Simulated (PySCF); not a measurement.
PbF2, SMILES [F][Pb][F] (connectivity only; charge and spin as stated), neutral, multiplicity 1. Heavy atoms are numbered as in [Pb:1]([F:2])[F:3].

Geometry optimised at PBE-D3(BJ)/def2-TZVP. The def2 effective core potentials stand for the cores of Pb; spin–orbit coupling is left out.

Calculation: B3LYP/def2-TZVPD run with PySCF.

Mulliken values depend strongly on the basis, most of all with diffuse functions as here. ESP charges are fitted to the potential on shells at 1.4 to 2.0 van der Waals radii. Atomic charges (e), one atom of each kind:

| atom | ESP fit | Mulliken |
|---|---|---|
| Pb1 | [?] | 1.20 |
| F2 | [?] | -0.60 |

**Question.** Fill in the missing entries. (The exact figures need the calculation; the answer reports its results.)

**Answer.** 
- Pb1, ESP fit: 0.82
- F2, ESP fit: -0.41
